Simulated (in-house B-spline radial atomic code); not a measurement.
A fraction x of an electron is removed from 3d in Ni2+, starting from [Ar] 3d8 and keeping the highest spin. Computed with an all-electron radial atomic-structure program (B-spline basis): non-relativistic PBE, spin-polarised, spherical fractional occupations, point nucleus.

```tsv
x	E(x) - E(0) (eV)	3d down level (eV)
0	0.0000	-27.419
0.06	1.6750	-28.416
0.21	6.1272	-30.958
0.31	9.3093	-32.689
0.49	15.4787	-35.876
0.5	15.8384	-36.055
0.58	18.7806	-37.502
0.67	22.2298	-39.151
0.84	29.1540	-42.323
1	36.1690	-45.375
```

The exact functional would give a straight line between the two integer points. Deviations E(x) - E(0) - x[E(1) - E(0)], in eV: -0.495 at x = 0.06, -1.468 at x = 0.21, -1.903 at x = 0.31, -2.244 at x = 0.49, -2.246 at x = 0.5, -2.197 at x = 0.58, -2.003 at x = 0.67, -1.228 at x = 0.84.

The curve lies below the straight line by up to 2.246 eV (at x = 0.5): convex, the delocalisation error that favours fractional charges.

Question: How well does Slater's transition state (minus the level at half occupation) give the ionisation energy?

Answer: It gives 36.055 eV against 36.169 eV from the two total energies; NIST lists 35.19 eV, ground level to ground level.
